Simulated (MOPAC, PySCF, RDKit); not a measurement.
Noncovalent pair: CH5N (SMILES CN) (first 7 atoms) with CH2O2 (SMILES O=CO); geometry from B3LYP-D3(BJ)/def2-TZVP, rigid monomers moved along the line of their centres of mass till N2···H12 is 1.52 Å.
(charge 0, multiplicity 1):
```xyz
12

C     -0.2824     0.2170     0.0966
N      0.8015    -0.5139     0.7701
H      0.0400     1.2408    -0.0934
H     -1.1417     0.2460     0.7650
H     -0.5908    -0.2333    -0.8514
H      1.6234    -0.5802     0.1808
H      0.5002    -1.4576     0.9896
O     -0.9625    -0.8056     3.1589
C     -0.1623    -0.0675     3.6845
O      0.9107     0.4485     3.1126
H     -0.2489     0.2627     4.7306
H      0.9659     0.1131     2.1486
```

Counterpoise-corrected where a basis set is named; no monomer relaxation. Rows marked so take none. RDKit's UFF carries no charges.

Rows in 3-21G, 6-31G* carry no dispersion term and start afresh at each structure (6-31G* with six Cartesian d functions). The state that PM6 reach isn't checked.

Run with MOPAC for PM6 (differences of heats of formation); PySCF for 3-21G rows, 6-31G* rows; RDKit for the force fields. Values without a source in brackets are computed.

Q: One of these levels gives 489.08 kcal/mol for the interaction energy. Which one is it?
A) PM6
B) UFF
C) B3LYP/3-21G (no counterpoise)
D) BP86/6-31G* (no counterpoise)

A: B, UFF. The others give -5.98 (PM6), -16.02 (BP86/6-31G* (no counterpoise)), -26.09 (B3LYP/3-21G (no counterpoise))
